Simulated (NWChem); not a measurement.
System: Si₂H₄SF₂; SMILES F[SiH2]S[SiH2]F

Here is an NWChem input.

```
start job
memory heap 200 mb stack 900 mb global 1100 mb
geometry units angstroms noautoz
  Si    -0.294840    -1.751461    -0.291444
  F      1.134526    -2.518269    -0.272974
  S     -0.328578    -0.196851     1.174582
  Si     0.678418     1.324122     0.061143
  F     -0.357112     2.079479    -0.933113
  H     -0.471731    -1.188866    -1.655015
  H     -1.350232    -2.721326     0.088783
  H      1.745605     0.732394    -0.786254
  H      1.184890     2.310944     1.045372
end
basis spherical
  Si library 6-311g**
  F library 6-311g**
  S library 6-311g**
  H library 6-311g**
end
dft
  xc pbe0
  iterations 150
  mulliken
end
task dft energy
```

Coordinates come from a PBE0/def2-SVP optimisation.

Give the results of this calculation. (PBE0/6-311G** (spherical d).) Quantities: basis functions; energy (Ha); highest occupied level (eV); orbital gap (eV); dipole (D).


```json
{
 "number_of_basis_functions": "138",
 "energy (Ha)": "-1178.93",
 "highest occupied level (eV)": "-8.39",
 "orbital gap (eV)": "8.06",
 "dipole (D)": "0.27"
}
```
